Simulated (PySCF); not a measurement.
Input file for PySCF: R-B3LYP/6-31G* on GeH4N2 (SMILES [NH2][Ge][NH2]), a point of a torsion scan.

```python
from pyscf import gto, scf, dft, mp
from pyscf.data.elements import chemcore

mol = gto.M(
    atom='''
    N     1.40936923    0.12094436   -0.27733701
    Ge    0.16573086    0.41828098    1.10622652
    N     0.57586052   -1.00076164    2.19084170
    H     1.32010198   -0.76508429   -0.76069732
    H     2.38510741    0.21629339   -0.02312581
    H     1.28148343   -1.70601410    2.03337620
    H     0.10236538   -1.19790800    3.05875951
    ''',
    basis='6-31g*',
    cart=True,
    charge=0, spin=0, verbose=3, max_memory=1800)
mf = dft.RKS(mol, xc='b3lyp')
mf.conv_tol = 1e-8
mf.max_cycle = 100
mf.kernel()
if not mf.converged:
    mf = mf.newton().run(mf.mo_coeff, mf.mo_occ)
```

It printed:

```
converged SCF energy = -2188.68080937265
```

Self-consistency was reached.

Cost: around 13 core-seconds (rough).
